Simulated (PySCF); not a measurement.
C6H9FNO (doublet state).
Z-matrix (Å and degrees, GFN2-xTB geometry), rows numbered from 1:
```
C 
O   1  1.4074
C   2  1.3662  1  115.42
C   3  1.2957  2  125.19  1  -175.52
C   4  1.3674  3  173.33  2  -141.64
N   5  1.3021  4  125.21  3    53.34
C   5  1.5144  4  118.37  3  -124.81
C   7  1.5244  5  110.04  4    87.80
F   8  1.3763  7  110.61  5   -66.79
H   1  1.0884  2  106.13  3   179.97
H   1  1.0955  2  111.51  3   -61.20
H   1  1.0950  2  111.46  3    61.12
H   3  1.0929  2  115.53  1     3.28
H   6  1.0176  5  113.62  4     0.37
H   7  1.0891  5  108.48  4  -153.94
H   7  1.0904  5  110.42  4   -33.10
H   8  1.0942  7  110.99  5    51.69
H   8  1.0948  7  111.36  5   175.05
```

The hyperfine couplings belong to this conformer and change with its torsions.

As a line formula: `[H]/N=C(\[C]=C\OC)CCF` [radical].

The calculation used UKS B3LYP, pcH-1 on C F H N O, non-relativistic, mean-field spin-orbit, GIAO (PySCF). The structure is a single GFN2-xTB conformer in the gas phase; no vibrational or solvent corrections. A GFN2-xTB geometry isn't a minimum of the functional, and hyperfine couplings can be far from their values at a DFT geometry. No stability test was run, so a lower SCF solution isn't excluded. ⟨S²⟩ is 0.777 where a pure state has 0.75.

Q: The isotropic 13C couplings are +60.6, -48.6, -40.2, -10.6, +2.8, -0.6 MHz. Assign them to C1; C3; C4; C5; C7; C8.

A: 
```csv
site,a_iso (MHz),ρ(0) (bohr⁻³),position,distance from C4 (Å),spin population,largest |T| (MHz)
C1,-0.6,-0.0006,3 bonds from C4,3.58,+0.01,1.5
C3,-40.2,-0.0358,1 bond from C4,1.30,-0.10,11.9
C4,+60.6,+0.0539,largest spin population,0.00,+0.74,110.1
C5,-48.6,-0.0432,1 bond from N6,1.37,-0.21,26.7
C7,+2.8,+0.0025,2 bonds from N6,2.48,+0.01,1.4
C8,-10.6,-0.0094,3 bonds from N6,3.25,0.00,1.2
```

ρ(0) is the spin density at the nucleus and T the dipolar tensor; entries for several nuclei are means. The largest Mulliken spin populations are on C4 (+0.74), N6 (+0.52), C5 (-0.21) and C3 (-0.10). The positive populations add up to 1.34 and the negative ones to -0.34, together 2S = 1. Main spin sites, with 60 % or more of the largest population: C4, N6; positions count bonds from the nearest.

Class means assume fast exchange of nuclei equivalent by connectivity; if that motion is slow, each nucleus keeps its own coupling.
